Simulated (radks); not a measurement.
The numbers below are computed, except where a source is named.
Fractional charge and spin in the 5s shell of strontium: the spin-up occupation runs from 0 to 1 and the spin-down occupation from 0 to 1; the fullest corner is Sr, [Kr] 5s(up 1, down 1). Level of theory: scalar-relativistic Kohn-Sham, r2SCAN, spin-polarised, spherical densities, finite nucleus; meta-GGA in the generalised Kohn-Sham scheme; Fermi nuclear charge, rms radius of each element as measured or else 0.836 A^(1/3) + 0.57 fm (a radial shooting solver on a logarithmic mesh with Libxc functionals). Energy (eV) above the fullest corner. The planes named below are the two flat planes that join the four corners, with an edge along up + down = one added electron.

down \ up       0     0.5      1
0          16.298  10.381  5.427
0.5        10.381   5.869  2.275
1           5.427   2.275  0.000

Corners above the fullest one (they belong to Sr+ and the next ion): (up 1, down 0) 5.427 eV, (up 0, down 1) 5.427 eV, (up 0, down 0) 16.298 eV. With half an added electron in each spin the energy lies 0.441 eV from the planes (fractional-spin error, the static-correlation error of a stretched bond), and with half an added electron in spin up alone -0.482 eV (fractional-charge error). For a frontier s shell over closed shells the exact functional lies on the planes.
